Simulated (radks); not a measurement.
Results of a calculation; reference values are marked as such.
Problem. These are the eigenvalues of the occupied orbitals of an atom or ion with whole-number occupations (eV). Level of theory: scalar-relativistic Kohn-Sham, B86b exchange with PBE correlation, spin-unpolarised, spherical densities, finite nucleus; Fermi nuclear charge, rms radius of each element as measured or else 0.836 A^(1/3) + 0.57 fm (a radial shooting solver on a logarithmic mesh with Libxc functionals).

1s: -85594.84
2s: -15247.22
2p: -13119.82
3s: -3645.084
3p: -3032.412
3d: -2396.315
4s: -819.2420
4p: -618.3183
4d: -382.3881
5s: -138.2070
4f: -121.3467
5p: -83.4226
5d: -22.7792
6s: -16.3273

Which element is it, and in what charge state? The configuration may be excited.

Solution. Z = 81, thallium, charge +1: Tl+ in [Hg]. The list shows which subshells hold electrons but not how many an open one holds; the 1s level, -3145.6 hartree, gives Z - s = 79.3 by -(Z - s)^2/2, which with screening and relativity narrows Z to a few neighbours, and the depths of the outer levels then fix element, charge and occupations together.
